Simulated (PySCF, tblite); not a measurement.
Structures optimised with GFN2-xTB, isolated species. One conformer each, none proved a minimum here. Atom numbers follow the mapped SMILES. Open shells are treated by occupation alone.

Task: Rank these C–C bonds from shortest to longest.
A. C1–C2 in `[CH:1]#[C:2][P:3]([C:4]([CH3:5])([CH3:6])[CH3:7])[C:8]([F:9])([F:10])[F:11]`
B. C4–C5 in `[F:1][C@H:2]1[SiH2:3][CH2:4][CH2:5][SiH2:6][SiH2:7]1` with F1–C2–Si3–C4 64°, C2–Si3–C4–C5 66°, Si3–C4–C5–Si6 -69°, C4–C5–Si6–Si7 55°
C. C5–C7 in `[c:1]1[cH:2][cH:3][c:4]2[c:5]([cH:6]1)[CH2:7]2` (doublet state)
D. C5–C6 in `[C-:1]#[C:2][CH2:3][C:4]#[C:5][CH:6]=[CH2:7]` (charge -1)

Result: A (1.203 Å), D (1.393 Å), C (1.495 Å), B (1.533 Å).

- 1.203 Å: drawn triple, terminal alkyne carbon to alkyne carbon
- 1.393 Å: drawn single, alkyne carbon to alkene CH carbon
- 1.495 Å: drawn single, ends: carbon bonded to 3 C; carbon bonded to 2 C and 2 H, in a 3-membered ring
- 1.533 Å: drawn single, both ends sp3 carbon bound to silicon, in a 6-membered ring

Task: Order these C–C–C angles, narrowest first.
A. C3–C4–C5 in `[CH3:1][P:2]([CH:3]1[CH2:4][CH2:5]1)[C:6]([F:7])([F:8])[F:9]` with C1–P2–C3–C4 -106°
B. C2–C3–C4 in `[C-:1]#[C:2][CH2:3][C:4]#[C:5][CH:6]=[CH2:7]` (charge -1)
C. C4–C5–C7 in `[c:1]1[cH:2][cH:3][c:4]2[c:5]([cH:6]1)[CH2:7]2` (doublet state)
D. C3–C7–C8 in `[CH:1]=[C:2]=[C:3](/[CH:4]=[N:5]/[CH3:6])[CH2:7][CH3:8]` (doublet state) with C2–C3–C4–N5 179°, C2–C3–C7–C8 85°

Result: A (60.3°), C (62.5°), B (108.9°), D (110.7°).

These are computed values.
